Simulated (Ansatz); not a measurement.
Mulliken charges of H₄NPZn, SMILES `P[NH][ZnH]` from r2SCAN/def2-TZVPP in Ansatz (PBE0-D4/def2-TZVP geometry).

```
atom   x (Å)   y (Å)   z (Å)  charge (e)
  P1  -1.390   0.675  -0.151       0.092
  N2  -0.072   0.119   0.764      -0.409
 Zn3   1.443  -0.711   0.171       0.292
  H4  -1.653  -0.438  -1.006      -0.017
  H5  -0.745   1.387  -1.207      -0.017
  H6  -0.213   0.300   1.744       0.167
  H7   2.690  -1.400  -0.361      -0.108
```

Question: By hand: the dipole of these point charges (1 e Å = 4.8032 D).

Answer: Σ q r = (0.038, -0.009, 0.091) e Å, of length 0.099 e Å = 0.48 D.

Question: How does the dipole of the full density compare? (Estimate.)

Answer: The calculation gave: (0.258, -0.115, 0.126) e Å, 1.49 D; the point charges give 0.32 times that, at 43° from its direction.

Point charges leave out the atoms' own dipoles, such as those of lone pairs, and Mulliken's split depends on the basis, so the two needn't agree.
